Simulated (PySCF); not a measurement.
# Electronic structure of Ga (gallium, neutral) at the UHF level

Configuration: [Ar] 3d10 4s2 4d1, 2D determinant (an excited configuration). Calculation: PySCF 2.14, in aug-cc-pVQZ-PP with one added diffuse shell each of s, p, d, f, g type with ECP10MDF (8s7p6d4f3g, 114 functions); a scalar-relativistic core potential.

- Total energy: -258.156381 hartree
- One-electron energy: -459.4101 hartree
- Hartree (Coulomb) energy: 222.8567 hartree
- Exchange energy: -21.6030 hartree
- ⟨S²⟩: 0.7500
- ⟨L²⟩: 6.000
- Sum of ⟨r⟩: 28.08 bohr
- Sum of ⟨r²⟩: 142.6 bohr²
- Traceless quadrupole moment −½Σ⟨3z² − r²⟩ along its main axis: 33.7 e·bohr²
- Time after the integrals: of the order of 5 core-seconds

```tsv
shell	electrons	mean orbital energy (eV)	spread (eV)	rms radius, mean of both spins (bohr)
3s α	1	-184.53	0	0.701
3s β	1	-184.53	0	0.701
3p α	3	-129.56	0.002	0.739
3p β	3	-129.56	0.006	0.739
3d α	5	-36.866	0.011	0.890
3d β	5	-36.863	0.007	0.890
4s α	1	-15.898	0	2.48
4s β	1	-15.886	0	2.48
4d α	1	-1.540	0	10.9
```

Energies and moments cover only the electrons outside the core potential. The outer electron is Rydberg-like, and this basis confines it to a smaller radius and binds it less than a complete one would.
